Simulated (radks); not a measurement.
The numbers below are computed, except where a source is named.
These are the eigenvalues of the occupied orbitals of an atom or ion with whole-number occupations (hartree). Code: a radial shooting solver on a logarithmic mesh with Libxc functionals. Model: scalar-relativistic Kohn-Sham, SOGGA, spin-polarised, spherical densities, point nucleus.

| orbital | eigenvalue |
|---|---|
| 1s | -974.2593 |
| 2s | -144.6422 |
| 2p | -129.8090 |
| 3s | -26.94631 |
| 3p | -22.08071 |
| 3d | -14.45992 |
| 4s | -3.88468 |
| 4p | -2.45495 |
| 4d | -0.42761 |
| 5s | -0.20497 |

Which element is it, and in what charge state? The configuration may be excited. Open shells, if any, are filled with parallel spins first.

Answer. Z = 48, cadmium, charge 0: Cd in [Kr] 4d10 5s2. The list shows which subshells hold electrons but not how many an open one holds; the 1s level, -974.26 hartree, gives Z - s = 44.1 by -(Z - s)^2/2, which with screening and relativity narrows Z to a few neighbours, and the depths of the outer levels then fix element, charge and occupations together.
